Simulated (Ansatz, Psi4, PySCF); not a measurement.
H4Al2O5, singlet, at a GFN2-xTB geometry (such geometries of metal compounds can be far from the true shape), atoms displaced at random by about 0.03 Å a coordinate. Base run: HF/STO-3G, gradient (PySCF).

Input for PySCF:
```python
from pyscf import gto, scf

mol = gto.Mole()
mol.atom = '''
    Al   -1.416092   -0.713002   -0.212106
    O    -2.851071    0.070670   -0.485388
    O    -1.613867   -2.383832    0.024451
    O    -0.014672    0.001631    0.046082
    Al    1.482574    0.769474    0.198790
    O     2.895766   -0.027572   -0.036472
    O     1.534111    2.429247    0.538483
    H    -3.262537    0.887698   -0.593910
    H    -1.145396   -3.213630    0.107071
    H     3.267952   -0.888921   -0.202051
    H     1.068839    3.183508    0.659949
'''
mol.basis = 'sto-3g'
mol.charge = 0
mol.spin = 0
mol.verbose = 3
mol.build()

mf = scf.RHF(mol)
mf.kernel()
g = mf.nuc_grad_method()
grad = g.kernel()
```

Programs used: Ansatz (a quantum-chemistry and plane-wave program), Psi4, PySCF; a row that names a program was run with it.

The coordinate followed is x of atom 6.

The base run was repeated with changes; each row names its change, and settings that it needs were set with it.

```csv
change,dE/dx (Eh/bohr),net force (Eh/bohr)
base,0.003630,0.000000
finite difference step (bohr) = 1e-5; conv_tol = 1e-11,0.003630,-
code = psi4,0.003600,0.000000
finite difference step (bohr) = 0.01; conv_tol = 1e-11,0.003618,-
conv_tol = 1e-4,0.003577,0.000000
code = ansatz,0.003624,0.000000
finite difference step (bohr) = 1e-4; conv_tol = 1e-11,0.003630,-
conv_tol = 1e-11,0.003630,0.000000
finite difference step (bohr) = 0.05; conv_tol = 1e-11,0.003311,-
density fitting = on; auxbasis_response = off,0.003414,0.000567
finite difference step (bohr) = 0.2; conv_tol = 1e-11,-0.001487,-
finite difference step (bohr) = 1e-3; conv_tol = 1e-11,0.003630,-
```

The net force is zero for an exact gradient.
